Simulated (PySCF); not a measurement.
Species: 3-tert-butylpyridine, C9H13N.
Cartesian coordinates in Å at the PBE0-D3(BJ)/def2-SVP level; atoms count from 1:
```
atom  x, y, z in Å
C1    -1.7918    0.0754    1.3828
C2    -1.1748   -0.0649   -0.0092
C3    -1.6582   -1.3857   -0.6263
C4    -1.6481    1.1130   -0.8739
C5     0.3518   -0.0663    0.0442
C6     1.0857    0.0584    1.2258
C7     2.4788    0.0469    1.1803
C8     3.1045   -0.0905   -0.0546
N9     2.4280   -0.2112   -1.1947
C10    1.1025   -0.1977   -1.1363
H11   -1.5030   -0.7560    2.0440
H12   -1.4991    1.0195    1.8674
H13   -2.8895    0.0701    1.3053
H14   -1.2814   -1.5197   -1.6509
H15   -2.7586   -1.4090   -0.6686
H16   -1.3200   -2.2461   -0.0289
H17   -1.3012    2.0709   -0.4573
H18   -1.2729    1.0399   -1.9053
H19   -2.7485    1.1373   -0.9188
H20    0.5805    0.1648    2.1870
H21    3.0698    0.1430    2.0937
H22    4.1980   -0.1041   -0.1277
H23    0.5868   -0.2990   -2.0988
```

The closed-shell ground state was solved at several levels (PySCF, density fitting, gas phase, non-relativistic).

```
         level  basis functions  total energy (Eh)  HOMO (eV)  LUMO (eV)  gap (eV)  dipole (D)
 PBE0/pcSseg-1              235          -404.9986      -7.22      -0.64      6.58        2.51
PBE0/def2-SVPD              304          -404.7825      -7.22      -0.70      6.52        2.52
```

Q: What might CAM-B3LYP/pcSseg-1 (235 basis functions) give for the same quantities?

A: Total energy -405.2593 Eh, HOMO -8.50 eV, LUMO 0.49 eV, gap 8.99 eV, dipole 2.52 D.

Q: Over all these levels, which gives the widest orbital gap and which the narrowest?

A: CAM-B3LYP/pcSseg-1 (range-separated hybrid) has the widest, 8.99 eV, and PBE0/def2-SVPD (global hybrid, 25 % exact exchange) the narrowest, 6.52 eV. Functional and basis both differ between the two, so the spread mixes both effects.

Q: How far do the dipole and the HOMO energy spread over the levels?

A: The dipole runs from 2.51 to 2.52 D (mean 2.52 D) and the HOMO from -8.50 to -7.22 eV.
